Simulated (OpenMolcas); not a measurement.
# Mo5+: moving or changing the point charges

Mo5+ among 8 point charges of -1.2 e arranged as a cube (Oh), 2.1 Å from the ion.
```
   1.2124    1.2124    1.2124  -1.20
   1.2124    1.2124   -1.2124  -1.20
   1.2124   -1.2124    1.2124  -1.20
   1.2124   -1.2124   -1.2124  -1.20
  -1.2124    1.2124    1.2124  -1.20
  -1.2124    1.2124   -1.2124  -1.20
  -1.2124   -1.2124    1.2124  -1.20
  -1.2124   -1.2124   -1.2124  -1.20
```

```
Program             : OpenMolcas
Method              : SS-CASPT2, IPEA 0.25 Eh, imaginary shift 0.1 Eh (closed shells correlated: 4s 4p)
Basis               : ANO-RCC-VTZP [7s6p4d2f1g]
Scalar Hamiltonian  : DKH2, point nucleus
Active space        : 1 electron in 5 orbitals (4d)
State averaging     : 2S+1 = 2 even, 5 roots
Spin-orbit coupling : RASSI with atomic mean-field integrals over the reference wave functions
```

Runs around this geometry, states (labels of O, the rotations of Oh). Energies in cm-1 above the lowest state or level, χT in cm3 K/mol; 10Dq is the gap between the two states; 10Dq is negative for this site.

```tsv
R (Å)	q (e)	Ground state	First state of that spin	10Dq	First gap with spin-orbit (degeneracies)	χT at 300 K
2.1	-0.96	2E	2T2 3100	-3099	3550 (4, 4)	0.212
1.94	-1.2	2E	2T2 5790	-5791	5810 (4, 4)	0.233
2.1	-1.2	2E	2T2 3890	-3891	4160 (4, 4)	0.213
2.22	-1.2	2E	2T2 2930	-2935	3430 (4, 4)	0.213
```

Taking |10Dq| as R^-n, n = -ln(2935 / 5791) / ln(2.22 / 1.94) = 5.0 between the shortest and longest distance. The point-charge formula for a cubic d site gives n = 5.

Scaling the charges by -0.96 / -1.2 = 0.80 scales |10Dq| by 3099 / 3891 = 0.80; with fixed orbitals a first-order splitting would follow the charge.

Roots that are degenerate in the reference are averaged as groups; the widest CASPT2 spread within a group is 140 cm-1 (the 3-fold group of multiplicity 2 near 5790 cm-1 above the lowest state of its run, R = 1.94, q = -1.2). Shifts and gaps below about the spread of the groups concerned are not significant. An orbital doublet at a regular site is open to a Jahn-Teller distortion, which this geometry leaves out. Free-ion shares, where given, are those of the reference states; single-state CASPT2 does not remix them. The ground term spreads over less than 5000 cm-1, several times less than with real ligands, so orbital moments are less quenched and χT lies further from the spin-only value than at real sites (holds for R = 2.1, q = -0.96; R = 2.1, q = -1.2; R = 2.22, q = -1.2). Point charges carry no covalency, so the field is a model and not that of real ligands. No measured value stands beside these numbers.
